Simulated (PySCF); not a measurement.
C₃H₆GeO, SMILES C#CC[O][GeH3]. Atoms are numbered in the order given.

```xyz
11

C      0.3181     3.6990     0.0000
C     -0.1084     2.5635     0.0000
C     -0.6431     1.1996     0.0000
O      0.4163     0.2594     0.0000
Ge     0.0404    -1.4953     0.0000
H      0.7019     4.7015     0.0000
H     -1.2932     1.0752    -0.8901
H     -1.2932     1.0752     0.8901
H      1.4131    -2.1713     0.0000
H     -0.7762    -1.8395    -1.2628
H     -0.7762    -1.8395     1.2628
```
Charge 0, spin multiplicity 1.

Geometry optimised at TPSSh-D3(BJ)/def2-SVP. The structure was generated by enumeration, and PubChem lists no compound with its InChIKey, so it may never have been made. The values are those of a single conformer.

Computed with PySCF with PBE/def2-TZVP.

Symmetry labels are those of the subgroup Cs that the program uses (full group Cs).

Computed valence orbital energies around the gap with their symmetry:
```csv
orbital,symmetry,energy (eV)
HOMO−7,A",-11.49
HOMO−6,A',-11.19
HOMO−5,A",-8.78
HOMO−4,A',-8.75
HOMO−3,A',-7.54
HOMO−2,A",-6.89
HOMO−1,A',-6.85
HOMO,A",-6.26
LUMO,A',-1.14
LUMO+1,A',-0.08
LUMO+2,A",0.04
LUMO+3,A',0.36
```
